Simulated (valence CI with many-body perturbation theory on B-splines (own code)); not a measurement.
# Basis-set convergence for Nb19+

Calculated by configuration interaction combined with many-body perturbation theory (CI+MBPT): four valence electrons over a frozen Dirac-Fock core [Ar], a basis of 7 s, 7 p, 8 d, 6 f, 4 g, 1 h functions for each j, with the one-electron correlation potential Σ1, the two-electron term Σ2, the three-electron term Σ3, Breit, model QED; selected CI, second order for the rest, scaled by the run's own slope (own B-spline code, finite nucleus).

No measured levels were compared; by estimate terms of the open shell hold to 2 to 4 % of their energy, and close levels can change places. Only levels of the ground parity were solved; by the run's estimate the other parity begins above the list, which can be wrong where configurations are misplaced.

The reference run has the lowest level 3d⁴ ⁵D_0 and an ionisation energy of 816.127 eV. Its largest variational space holds 17248 state functions.

Names give the largest LS component (configuration and term), which can be under half, so a name can repeat, a term be missing and a line seem to break the LS rules; names also repeat where a configuration has a term twice. Letters in brackets count levels of one name in rising energy.

Changed runs:
A. basis 6 s, 6 p, 5 d, 5 f, 1 g
B. basis 5 s, 5 p, 4 d, 4 f

Excitation energies of the reference run in cm⁻¹, and shifts in cm⁻¹:

```csv
Level,Reference,A,B
3d⁴ ⁵D_1,8124,-63,-116
3d⁴ ⁵D_2,17123,-92,-164
3d⁴ ⁵D_3,25593,-90,-153
3d⁴ ⁵D_4,33088,-59,-88
3d⁴ ³P_0 [a],65470,+363,+753
3d⁴ ³H_4,73768,+281,+858
3d⁴ ³P_1 [a],87608,+371,+894
3d⁴ ³H_5,87888,+239,+855
3d⁴ ³G_3,88025,+312,+919
3d⁴ ³F_2 [a],91379,+375,+1004
3d⁴ ³H_6,94626,+255,+910
3d⁴ ³F_4 [a],101650,+265,+845
Ionisation energy (eV),816.127,-0.082,-0.125
```
